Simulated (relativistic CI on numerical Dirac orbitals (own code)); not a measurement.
# Radial parameters of Pr20+

Calculated at this level of theory: Dirac-Coulomb-Breit CI, separate exchange-only KLI orbitals for each configuration, model QED, unscaled Slater integrals (own radial code, finite nucleus).

Slater integrals F^k, G^k are unscaled and averaged over j, outside the closed core [Ar] 3d10; ζ comes from projecting the Hamiltonian with its Breit term on Σ l·s of the shell.

- 4s2 4p6 4d3: F^2(4d,4d) = 161200, F^4(4d,4d) = 109440, ζ(4d) = 15318 cm⁻¹; <r>(4d) = 0.6282, <r^2>(4d) = 0.4507 (bohr units).
- 4s2 4p5 4d4: ζ(4p) = 131610, F^2(4d,4d) = 161200, F^4(4d,4d) = 109440, F^2(4p,4d) = 164880, G^1(4p,4d) = 207540, G^3(4p,4d) = 131940, ζ(4d) = 15258 cm⁻¹; <r>(4p) = 0.6066, <r^2>(4p) = 0.4156, <r>(4d) = 0.6281, <r^2>(4d) = 0.4506 (bohr units).
- 4s2 4p6 4d2 4f: F^2(4d,4d) = 161140, F^4(4d,4d) = 109390, ζ(4d) = 15330, F^2(4d,4f) = 158810, F^4(4d,4f) = 104180, G^1(4d,4f) = 176370, G^3(4d,4f) = 117840, G^5(4d,4f) = 85515, ζ(4f) = 1678.1 cm⁻¹; <r>(4d) = 0.6285, <r^2>(4d) = 0.4511, <r>(4f) = 0.6301, <r^2>(4f) = 0.454 (bohr units).

Q: Give the Racah parameters of the d shell in 4s2 4p6 4d3.

A: B = F²/49 − 5F⁴/441 = 2049 cm⁻¹ and C = 35F⁴/441 = 8686 cm⁻¹.

Averages of the first 10 configurations, taken without configuration mixing, which lowers the lowest level and can move excited configurations by several eV; other configurations of the list can lie among them:

```tsv
Configuration	Parity	States	Average energy above the lowest level (eV)
4s2 4p6 4d3	even	120	11.8
4s2 4p5 4d4	odd	1260	129.3
4s2 4p6 4d2 4f	odd	630	138.8
4s 4p6 4d4	even	420	215.9
4s2 4p6 4d2 5s	even	90	192.0
4s 4p6 4d3 4f	odd	3360	341.5
4s2 4p6 4d2 5p	odd	270	224.8
4s2 4p6 4d 4f 5s	odd	280	319.6
4s2 4p6 4d2 5d	even	450	273.0
4s2 4p6 4d 5s 5p	odd	120	409.4
```
